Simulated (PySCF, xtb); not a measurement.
C4H4OSe, SMILES o1ccc(c1)[SeH].

GFN2-xTB (xtb) at its own geometry gives an orbital gap of 3.75 eV and a dipole moment of 1.88 D.

The structure is a stationary point at PBE-D3(BJ)/def2-SVP. The values are those of a single conformer.

### Question
What does PySCF with M06-2X/def2-TZVP give? (Estimate from the structure and the level; the computed values follow.)

### Answer
gap 8.44 eV (levels -7.77 and 0.67 eV), dipole 1.01 D.
